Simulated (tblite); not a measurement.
Q: What does the GFN2-xTB structure of `C1CC(NNC2CC2)C1` look like in three dimensions?

A: 
```xyz
23
C7H14N2 angstrom
C      3.2850    0.0313   -0.1017
C      2.2956    0.8248   -0.9683
C      1.1482    0.3693   -0.0514
N      0.0490   -0.2489   -0.7611
N     -0.8884   -0.8510    0.1212
C     -1.9093    0.0225    0.6155
C     -3.2742   -0.5099    0.9029
C     -3.0785    0.4393   -0.2450
C      2.1031   -0.6325    0.6200
H      3.8783    0.6676    0.5523
H      3.9507   -0.6395   -0.6399
H      2.1878    0.4157   -1.9703
H      2.4611    1.8984   -1.0313
H      0.8227    1.1611    0.6399
H     -0.3987    0.4419   -1.3719
H     -1.3038   -1.6414   -0.3669
H     -1.5063    0.7642    1.2966
H     -3.4682   -1.5470    0.6734
H     -3.7880   -0.1591    1.7844
H     -3.1436    0.0331   -1.2447
H     -3.4583    1.4460   -0.1586
H      2.1251   -0.6134    1.7064
H      1.9060   -1.6455    0.2814
```

Any rigid rotation of these coordinates is as good. Atoms count from 1 in this order. The 3-membered ring C6–C7–C8 has internal angles of 59.4° to 60.6°. N5 (hydrazine nitrogen) is pyramidal (angles 115.2°, 110.4° and 107.5°, sum 333.1°, 0.39 Å off the plane of its three neighbours). N4 (hydrazine nitrogen) is pyramidal (angles 112.2°, 111.6° and 109.6°, sum 333.4°, 0.39 Å off the plane of its three neighbours). Of the pairs four or more bonds apart, H16···H18 is among the closest relative to their van der Waals radii: 2.40 Å, 100 % of the sum of Bondi's values.

Bonds between heavy atoms (Å): C1–C2 1.536, C2–C3 1.538, C3–N4 1.447, N4–N5 1.421, N5–C6 1.432, C6–C7 1.493, C7–C8 1.502, C3–C9 1.538, C1–C9 1.536, C6–C8 1.510.

Structure optimised with GFN2-xTB, isolated species.

Point group: C1 (no symmetry element, even within 0.4 Å). Its GFN2-xTB frequencies are all real (lowest 33 cm⁻¹). One conformer, not necessarily the lowest (C2–C3–N4–N5 170°, C3–N4–N5–C6 87°, N4–N5–C6–C7 147°, C9–C1–C2–C3 11°, C1–C2–C3–N4 -127°, N5–C6–C7–C8 -111°, C2–C3–C9–C1 11°). 3 starts were optimised and ended at 0.00, 0.54 and 2.84 kcal/mol (GFN2-xTB); the lowest of these is shown.

All values are computed, not measured.
